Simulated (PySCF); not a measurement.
# Computed records: C₂H₇OSi, CH₅FOSi, CH₆OSi

Computed with PySCF 2.14.0. Calculation on a computer-drawn molecule: the log of a Hartree-Fock and frozen-core CCSD(T) single point meant for a local Hartree-Fock minimum, with one planted fault or none, to be diagnosed. Offsets are logged minus clean, where the clean run is the same molecule without the fault. The reference is restricted for singlets and unrestricted otherwise, and also for a bond in bohr or an excited solution. Adding or removing an electron swaps singlet and doublet. The excited solution moves the top pair (singlet) or top alpha electron (doublet) to the lowest empty orbital. Highest occupied and lowest empty are orbital energies over both spins, largest force is the largest gradient component, triples share is (T) over the correlation energy, the T1 limit is 0.02 restricted and 0.045 unrestricted, electrons count all cores, a negative frequency is imaginary (commonest isotopes), and the dipole is about the centre of nuclear charge.

Common to all runs: meant multiplicity 1; meant basis cc-pV(D+d)Z; logged SCF converged yes; possible faults no fault, one electron removed, one electron added, multiplicity raised by two, geometry at a saddle point, SCF held on an excited solution, minimal basis STO-3G, one bond length entered in bohr, all coordinates scaled.

(1) C₂H₇OSi

Logged structure:
```xyz
11
C2H7OSi
C     -1.8513    -0.4585    -1.5465
O     -0.8320    -1.3810    -1.9921
Si     0.5196    -2.0537    -1.6297
C      1.4452    -1.7648    -0.0835
H     -2.7832    -1.0114    -1.5091
H     -1.5929    -0.0623    -0.5684
H     -1.9058     0.3330    -2.2855
H      1.0036    -2.9637    -2.6585
H      0.9473    -1.0573     0.5793
H      2.4442    -1.3925    -0.3347
H      1.5770    -2.7218     0.4328
```

- meant charge: 1
- logged electrons: 39
- logged basis functions: 100
- logged spin squared: 0.7716
- logged highest occupied: -24.478 eV
- logged lowest empty: -13.87 eV
- logged largest force: 0.112 hartree/bohr
- logged T1 diagnostic: 0.044802
- logged D1 diagnostic: 0.28382
- logged triples share: 0.029966
- logged CC converged: yes
- logged dipole magnitude: 0.38711 debye
- logged SCF stable within its kind: yes
- logged energy HF: -442.79667 hartree
- logged energy CCSD(T): -443.38471 hartree
- planted fault: one electron removed
- HF energy offset from clean run: 373.6 kcal/mol
- CCSD(T) energy offset from clean run: 389.8 kcal/mol

Drawn bonds:
```csv
atom,other atom,order
1,2,1
2,3,1
3,4,1
1,5,1
1,6,1
1,7,1
3,8,1
4,9,1
4,10,1
4,11,1
```

(2) CH₅FOSi

Logged structure:
```xyz
9
CH5FOSi
C     -0.1084    -1.6660    -1.0599
O     -0.8169    -0.4740    -1.2991
Si    -1.3857     0.5888    -0.2131
F     -0.1608     1.2729     0.5819
H     -0.5986    -2.2729    -0.2941
H      0.9129    -1.4506    -0.7421
H     -0.0779    -2.2326    -1.9882
H     -2.7368     2.5710    -1.5904
H     -2.2047    -0.0782     0.8112
```

- meant charge: 0
- logged electrons: 42
- logged basis functions: 90
- logged spin squared: 0.8086
- logged highest occupied: -9.7739 eV
- logged lowest empty: 2.0171 eV
- logged largest force: 0.0092959 hartree/bohr
- logged T1 diagnostic: 0.045389
- logged D1 diagnostic: 0.23892
- logged triples share: 0.02621
- logged CC converged: yes
- logged dipole magnitude: 2.0964 debye
- logged SCF stable within its kind: yes
- logged energy HF: -503.9979 hartree
- logged energy CCSD(T): -504.65319 hartree
- planted fault: one bond length entered in bohr, row 7 of the drawn bonds
- HF energy offset from clean run: 76.56 kcal/mol
- CCSD(T) energy offset from clean run: 81.19 kcal/mol

Drawn bonds:
```csv
atom,other atom,order
1,2,1
2,3,1
3,4,1
1,5,1
1,6,1
1,7,1
3,8,1
3,9,1
```

Notes: T1 above single-reference limit.

(3) CH₅FOSi

Logged structure:
```xyz
9
CH5FOSi
C     -0.1084    -1.6660    -1.0599
O     -0.8169    -0.4740    -1.2991
Si    -1.3857     0.5888    -0.2131
F     -0.1608     1.2729     0.5819
H     -0.5986    -2.2729    -0.2941
H      0.9129    -1.4506    -0.7421
H     -0.0779    -2.2326    -1.9882
H     -2.1007     1.6377    -0.9420
H     -2.2047    -0.0782     0.8112
```

- meant charge: 0
- logged electrons: 42
- logged basis functions: 90
- logged spin squared: 0
- logged highest occupied: -1.6741 eV
- logged lowest empty: -6.6755 eV
- logged largest force: 0.079504 hartree/bohr
- logged CC converged: no
- logged dipole magnitude: 3.9547 debye
- logged SCF stable within its kind: no
- logged energy HF: -503.29083 hartree
- planted fault: SCF held on an excited solution
- HF energy offset from clean run: 520.3 kcal/mol

Drawn bonds:
```csv
atom,other atom,order
1,2,1
2,3,1
3,4,1
1,5,1
1,6,1
1,7,1
3,8,1
3,9,1
```

Notes: CCSD not converged.

(4) CH₆OSi

Logged structure:
```xyz
9
CH6OSi
C     -0.3049    -2.0499     1.9350
O     -0.0867    -1.4515     0.6867
Si    -1.2344    -0.8641    -0.3339
H     -0.9164    -2.9524     1.8439
H     -0.7988    -1.3614     2.6270
H      0.6609    -2.3276     2.3540
H     -0.5313    -0.3340    -1.5155
H     -2.1759    -1.9348    -0.7398
H     -2.0174     0.2127     0.3181
```

- meant charge: 0
- logged electrons: 33
- logged basis functions: 81
- logged spin squared: 0.7633
- logged highest occupied: -18.564 eV
- logged lowest empty: -7.2608 eV
- logged largest force: 0.089708 hartree/bohr
- logged T1 diagnostic: 0.037945
- logged D1 diagnostic: 0.22257
- logged triples share: 0.024911
- logged CC converged: yes
- logged dipole magnitude: 2.3228 debye
- logged SCF stable within its kind: yes
- logged energy HF: -404.83128 hartree
- logged energy CCSD(T): -405.28808 hartree
- planted fault: one electron removed
- HF energy offset from clean run: 222.3 kcal/mol
- CCSD(T) energy offset from clean run: 241.6 kcal/mol

Drawn bonds:
```csv
atom,other atom,order
1,2,1
2,3,1
1,4,1
1,5,1
1,6,1
3,7,1
3,8,1
3,9,1
```
